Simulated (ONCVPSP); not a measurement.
**What the settings do to the ONCV potential of Hf**

Base potential:

- Element: Hf
- Generator: ONCVPSP 4.0.1
- Type: optimised norm-conserving Vanderbilt (ONCV)
- Functional: PBE
- Relativity: non-relativistic
- Frozen core: [Kr] 4d10 4f14
- Valence charge: 12
- Reference configuration: 5s2 5p6 5d2 6s1.5 (charge +0.5)
- Partial waves: 5s+6s: rc 1.90 bohr, ncon 4, nbas 7, qcut 8.2 1/bohr, 3 projectors, debl 0.9 Ha; 5p: rc 2.30 bohr, ncon 5, nbas 8, qcut 4.7 1/bohr, 2 projectors, debl 0.9 Ha; 5d: rc 2.30 bohr, ncon 3, nbas 7, qcut 6.4 1/bohr, 2 projectors, debl 1.5 Ha
- Local potential: polynomial inside 1.30 bohr (lpopt 5, dvloc0 2 Ha)
- Core correction: polynomial model core, fcfact 0.55

In the p channel the program set the typed energies aside and used -1.357, 0.250 Ha.

Cutoffs, loose and tight: the cutoffs (Ha) at which the residual kinetic energy of the hardest occupied pseudo-wave falls to 1 and 0.1 mHa per electron. They do not see the model core or the augmentation charge, which bear on the density cutoff. Test errors are all-electron minus pseudo excitation energies from the reference, over the configurations 5s2 5p6 5d2 6s2; 5s2 5p6 5d2 6s1; 5s2 5p6 5d2 6s0; 5s2 5p6 5d2 6s1 6p1. A dash means not determined; rows that change the core or the reference have their own tests.

A true bound ghost makes a file unfit for plane-wave use even where its test errors are small: the radial tests pick states by their node count and pass the ghost by.

```csv
change,outcome,"cutoff, loose","cutoff, tight",bound ghosts,GHOST(+) flags above zero,largest test error (meV)
base,"generated, projector energies reset by the program",20 Ha,24 Ha,none,s,-2.0
"d: ncon 4, nbas 8","generated, projector energies reset by the program",20 Ha,24 Ha,none,s,-2.0
p: rc 2.34,"generated, projector energies reset by the program",20 Ha,24 Ha,none,s,-2.0
d: rc 2.54,"generated, projector energies reset by the program",20 Ha,24 Ha,none,s,-2.1
d: nbas 6,"generated, projector energies reset by the program",20 Ha,24 Ha,none,s,-2.0
"core [Kr] 4d10 4f14 5s2, valence charge 10; reference 5p6 5d2 6s2; waves now 6s: rc 3.05 bohr, ncon 4, nbas 8, qcut 1.9 1/bohr, 2 projectors, debl 0.5 Ha; 5p: rc 1.75 bohr, ncon 5, nbas 8, qcut 9.2 1/bohr, 2 projectors, debl 3.3 Ha; 5d: rc 2.35 bohr, ncon 4, nbas 9, qcut 5.9 1/bohr, 3 projectors, debl 1.1 Ha; local potential polynomial inside 1.20 bohr (lpopt 5, dvloc0 -1 Ha)",generated,28 Ha,34 Ha,s,"s, p",-25
```

Task: What comes out with this change to the base: s: qcut 5.7; p: qcut 3.3; d: qcut 4.4?

Result: outcome: generated, projector energies reset by the program; cutoff, loose: 28 Ha; cutoff, tight: 35 Ha; bound ghosts: none; GHOST(+) flags above zero: s; largest test error (meV): -4.5.
